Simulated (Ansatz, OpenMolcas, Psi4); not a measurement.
How methods differ on C2H4GaN (SMILES N=C=[CH][GaH2])

C2H4GaN has 8 atoms, charge 0, and is taken as a singlet. SMILES: `N=C=[CH][GaH2]`. The shape is that of a PBE0-D4/def2-TZVP optimisation.

```xyz
8

N     0.3369    2.0617   -0.8546
C     0.3656    1.1149   -0.0960
C     0.4723    0.0257    0.6228
Ga   -0.3813   -1.5936    0.0072
H    -0.4114    2.7406   -0.7702
H     1.0405    0.0739    1.5452
H    -0.2319   -2.8864    0.8763
H    -1.1906   -1.5368   -1.3307
```

Each level gives the HOMO–LUMO gap (eV). The values are calculated.

| level | kind | program | value (eV) | CPU time |
| --- | --- | --- | --- | --- |
| SVWN5/def2-SVP | LDA | OpenMolcas | 3.63 | 37 s |
| BLYP/def2-SVP | GGA | OpenMolcas | 3.61 | 51 s |
| PBE/def2-SVP | GGA | Ansatz | 3.71 | 6.9 s |
| M06-L/def2-SVP | meta-GGA | OpenMolcas | 4.27 | 67 s |
| BHLYP/def2-SVP | global hybrid | Ansatz | 7.32 | 9.9 s |
| CAM-B3LYP/def2-SVP (density fitting) | range-separated hybrid | Psi4 | 7.71 | 14 s |
| wB97X/def2-SVP | range-separated hybrid | Ansatz | 9.68 | 29 s |
| B2PLYP/def2-SVP | double hybrid | OpenMolcas | 7.52 | 32 s |

All-electron rows without a relativistic Hamiltonian named are non-relativistic. The values span 3.61 to 9.68 eV. Orbital gaps aren't excitation energies, and those of double hybrids come from the SCF part alone; they tend to grow with the share of exact exchange. Times are those of the runs behind each value, whatever else they computed, on shared processors of several kinds: orders of magnitude only.
